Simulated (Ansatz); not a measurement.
`C[O][GeH][OH]` radical, relaxed with UKS PBE0-D4/def2-TZVP in Ansatz from a GFN2-xTB geometry. The force threshold is 0.005 eV/Å; the program also tests the step.

Charge 0, multiplicity 2.

Start:

```xyz
9

C    -0.187    1.329   -0.623
O     0.016    0.735    0.624
Ge   -0.306   -0.923    1.210
O     0.130   -1.893   -0.248
H     0.580    2.100   -0.748
H    -1.169    1.811   -0.669
H    -0.099    0.604   -1.435
H     1.053   -0.928    2.127
H    -0.021   -2.834   -0.237
```

Problem. By how much does the energy fall, and how many steps does the optimiser take? (Estimate.)

Solution. The calculation gave: 0.20 eV, in 12 steps.

Problem. Which bonds change most? (Best estimate.)

Solution. Computed: Ge3–H8 from 1.639 to 1.564 Å; O2–Ge3 from 1.788 to 1.770 Å; C1–O2 from 1.396 to 1.411 Å; Ge3–O4 from 1.804 to 1.790 Å.

Problem. Give the relaxed structure. (Estimate.)

Solution. The calculation gave: 
```xyz
9

C    -0.175    1.303   -0.631
O     0.242    0.813    0.624
Ge   -0.151   -0.830    1.153
O     0.200   -1.829   -0.291
H     0.421    2.191   -0.854
H    -1.231    1.595   -0.614
H    -0.025    0.570   -1.430
H     0.893   -1.103    2.285
H    -0.174   -2.712   -0.242
```
